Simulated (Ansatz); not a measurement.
Calculated with Ansatz (gas phase, PBE0-D4/def2-TZVP geometries, no zero-point term in ΔE). CBS: MP2 limit from def2 TZ/QZ plus the TZ coupled-cluster correction, frozen cores. This one scheme is used for every species. DFT in def2-TZVPP. B3LYP here is the variant with VWN-RPA as its local correlation; programs differ in this. HSE06 is defined as in plane-wave codes. For Sc outer-core shells are correlated without core-valence functions, which leaves a few kJ/mol of doubt a bond. Scalar relativity is left out up to krypton. Each species was taken in one conformer, which may not be the lowest.

`[OH][Sc]([OH])[OH]` + CH₃OH → `C[O][Sc]([OH])[OH]` + H₂O  (ligand exchange at the Sc–O bond)

| level | ΔE (kJ/mol) | difference from CCSD(T)/CBS |
| --- | --- | --- |
| PBE-D4 | -8.3 | 1.9 |
| revPBE-D4 | -8.3 | 1.9 |
| BLYP-D4 | -8.6 | 1.6 |
| r2SCAN-D4 | -7.5 | 2.7 |
| B97M-V | -7.8 | 2.4 |
| B3LYP-D4 | -7.9 | 2.3 |
| r2SCANh-D4 | -7.2 | 3.0 |
| r2SCAN0-D4 | -6.8 | 3.4 |
| HSE06-D4 | -7.5 | 2.7 |
| BHLYP-D4 | -6.8 | 3.4 |
| CAM-B3LYP-D4 | -6.1 | 4.1 |
| ωB97X-V | -4.4 | 5.8 |
| ωB97M-V | -4.6 | 5.6 |
| B2PLYP | -6.8 | 3.4 |
| PBE-QIDH | -7.3 | 2.9 |
| PBE | -6.5 | 3.7 |
| revPBE | -5.6 | 4.6 |
| BLYP | -5.5 | 4.7 |
| r2SCAN | -6.8 | 3.4 |
| PBE0 | -5.8 | 4.4 |
| r2SCANh | -6.5 | 3.7 |
| r2SCAN0 | -6.0 | 4.2 |
| HSE06 | -5.9 | 4.3 |
| BHLYP | -4.3 | 5.9 |
| CAM-B3LYP | -4.3 | 5.9 |
| LC-ωPBE | -3.6 | 6.6 |
| HF/def2-SVP | -10.0 | 0.2 |
| MP2/def2-SVP | -16.5 | -6.3 |
| CCSD/def2-SVP | -15.0 | -4.8 |
| CCSD(T)/def2-SVP | -16.3 | -6.1 |
| HF/def2-TZVPP | -2.3 | 7.9 |
| MP2/def2-TZVPP | -9.1 | 1.1 |
| SCS-MP2/def2-TZVPP | -7.5 | 2.7 |
| CCSD/def2-TZVPP | -7.2 | 3.0 |
| CCSD(T)/def2-TZVPP | -8.6 | 1.6 |
| HF/def2-QZVPP | -3.1 | 7.1 |
| SCS-MP2/def2-QZVPP | -8.6 | 1.6 |
| HF/CBS(def2) | -3.2 | 7.0 |
| MP2/CBS(def2) | -10.7 | -0.5 |
| CCSD/CBS(def2) | -8.8 | 1.4 |
| CCSD(T)/CBS | -10.2 | 0 |

Largest T1 diagnostic among the species: 0.016.

At CCSD(T), def2-SVP lies −6.1 kJ/mol from the extrapolated value and def2-TZVPP +1.6 kJ/mol. In def2-TZVPP, CCSD(T) changes the Hartree–Fock value by −6.3 kJ/mol (the triples alone add −1.4 kJ/mol) and MP2 by −6.8 kJ/mol. Leaving LDA and LC-ωPBE aside and taking each functional with its dispersion term where it has one, the values spread over 4.2 kJ/mol, from BLYP-D4 to ωB97X-V. LDA lies −3.1 kJ/mol from PBE without D4.
